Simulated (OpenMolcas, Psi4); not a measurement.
C2HF2Ge (SMILES C#[C][Ge]([F])[F]): methods side by side

C2HF2Ge has 6 atoms, charge 0, and is taken as a doublet. SMILES: `C#[C][Ge]([F])[F]`. The shape is that of a PBE0-D4/def2-TZVP optimisation.

Each level gives the vertical ionisation energy (to the singlet cation) (eV). The values are calculated.

```
                                 level                    kind     program  value (eV)
      UHF/6-31G* (spherical functions)            Hartree–Fock  OpenMolcas        9.90
 U-r2SCAN/6-31G* (spherical functions)                meta-GGA  OpenMolcas        9.71
    UTPSS/6-31G* (spherical functions)                meta-GGA  OpenMolcas        9.43
   UB3LYP/6-31G* (spherical functions)           global hybrid  OpenMolcas        9.67
  UM06-2X/6-31G* (spherical functions)         hybrid meta-GGA        Psi4        9.86
    UPBE0/6-31G* (spherical functions)           global hybrid  OpenMolcas        9.76
U-wB97M-V/6-31G* (spherical functions)  range-separated hybrid        Psi4        9.74
  U-wB97X/6-31G* (spherical functions)  range-separated hybrid        Psi4        9.76
```

All-electron rows without a relativistic Hamiltonian named are non-relativistic. The values span 9.43 to 9.90 eV.
